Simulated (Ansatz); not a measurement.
The same molecule with X = O, S, Se, Te. Ansatz, PBE0-D4/def2-TZVP geometries, multiplicity 1. Each molecule was computed in one conformer, which needn't be the lowest.

Elements past krypton have def2 core potentials. Scalar relativity is left out up to krypton.

| X | molecule | mean X–B bond length / Å | mean X–H bond length / Å | size of the dipole moment (ωB97M-V/def2-TZVPP) / D | HOMO–LUMO gap (B3LYP/def2-TZVPP) / eV | size of the dipole moment (PBE/def2-TZVPP) / D |
| --- | --- | --- | --- | --- | --- | --- |
| O | `NB(O)F` | 1.363 | 0.957 | 3.58 | 7.88 | 3.50 |
| S | `NB(F)S` | 1.825 | 1.341 | 1.73 | 7.25 | 1.73 |
| Te | `NB(F)[TeH]` | 2.181 | 1.658 | 2.65 | 5.59 | 2.59 |

(1) Give the row for X = Se, `NB(F)[SeH]`. (An estimate is asked.)

Answers

(1) The calculation gave: 
```csv
X,molecule,mean X–B bond length / Å,mean X–H bond length / Å,size of the dipole moment (ωB97M-V/def2-TZVPP) / D,HOMO–LUMO gap (B3LYP/def2-TZVPP) / eV,size of the dipole moment (PBE/def2-TZVPP) / D
Se,`NB(F)[SeH]`,1.968,1.465,2.02,6.62,2.00
```

From O to Te the mean X–B bond length rises at each step, by 0.818 Å in all; the mean X–H bond length rises at each step, by 0.701 Å in all; the HOMO–LUMO gap (B3LYP/def2-TZVPP) falls at each step, by 2.29 eV in all. Bonds lengthen as the atom grows down the group. Dipoles are sizes alone, and their direction can turn along the series.

B3LYP here is the variant with VWN-RPA as its local correlation; programs differ in this.

Spin–orbit coupling is left out; it splits and shifts lone-pair levels of the heavy atoms by tenths of an eV.
